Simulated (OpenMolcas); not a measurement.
Computed levels of 5d5 in ions with 73 electrons, in cm-1 above 6S 5/2.

```yaml
Program: OpenMolcas
Method: MS-CASPT2, IPEA 0.25 Eh, imaginary shift 0.1 Eh
Basis: ANO-R3
Scalar_Hamiltonian: X2C, finite nucleus
Spin-orbit_coupling: RASSI with atomic mean-field integrals over the reference wave functions, term energies averaged over their components
```

Active space for each ion: 5 electrons in 5 orbitals (5d); closed shells correlated by CASPT2: 5s 5p.

| Level | Os3+ | Ir4+ | Au6+ |
| --- | --- | --- | --- |
| 4G 7/2 | 20820 | 23190 | 27360 |
| 4G 11/2 | 21900 | 24570 | 29370 |
| 4G 9/2 | 22640 | 25580 | 31010 |
| 4P 1/2 | 24140 | 27350 | 33160 |
| 4D 7/2 | 26690 | 30550 | 37870 |
| 4D 1/2 | 30270 | 35020 | 44340 |
| 2I 11/2 | 31940 | 36110 | 44310 |
| 2I 13/2 | 34880 | 39710 | 49200 |
| 2H 9/2 | 40560 | 46090 | 56770 |

Estimate 4G 7/2, 4G 11/2 for Pt5+ from its neighbours Ir4+ and Au6+.

4G 7/2 is another term, which grows about linearly with the charge: (23190 + 27360) / 2 = 25275. The calculation gives 25340, so the estimate is off by -0.3 %.
4G 11/2 is another term, which grows about linearly with the charge: (24570 + 29370) / 2 = 26970. The calculation gives 27020, so the estimate is off by -0.2 %.

Mixed levels, with the weight of the term that names them: Os3+ 4G 7/2 (67 %), Os3+ 4P 1/2 (60 %), Os3+ 4D 7/2 (70 %), Os3+ 4D 1/2 (65 %), Os3+ 2H 9/2 (51 %), Ir4+ 4G 7/2 (63 %), Ir4+ 4P 1/2 (60 %), Ir4+ 4D 7/2 (65 %), Ir4+ 4D 1/2 (65 %), Ir4+ 2I 11/2 (73 %), Ir4+ 2H 9/2 (51 %), Pt5+ 4G 7/2 (60 %), Pt5+ 4P 1/2 (59 %), Pt5+ 4D 7/2 (60 %), Pt5+ 4D 1/2 (66 %), Pt5+ 2I 11/2 (71 %), Pt5+ 2H 9/2 (51 %), Au6+ 4G 7/2 (56 %), Au6+ 4G 11/2 (71 %), Au6+ 4P 1/2 (59 %), Au6+ 4D 7/2 (54 %), Au6+ 4D 1/2 (67 %), Au6+ 2I 11/2 (68 %), Au6+ 2H 9/2 (51 %).

Term energies are means over components that CASPT2 splits; among the terms shown or strongly mixed into the levels shown the widest spread is 700 cm-1 (5d5 4F, Ir4+). Blocks of more than 70 roots (2S+1 = 2 even) ran without multistate coupling. The CASPT2 spread within a term exceeds the gap to the next term for 5d5 4F and 5d5 2F(1), so the order of their levels is uncertain, and so are names and mixing where such terms share a J (holds for Os3+). Only configurations of the active space appear.

A number in round brackets counts repeated terms of one configuration in the order of the reference energies.
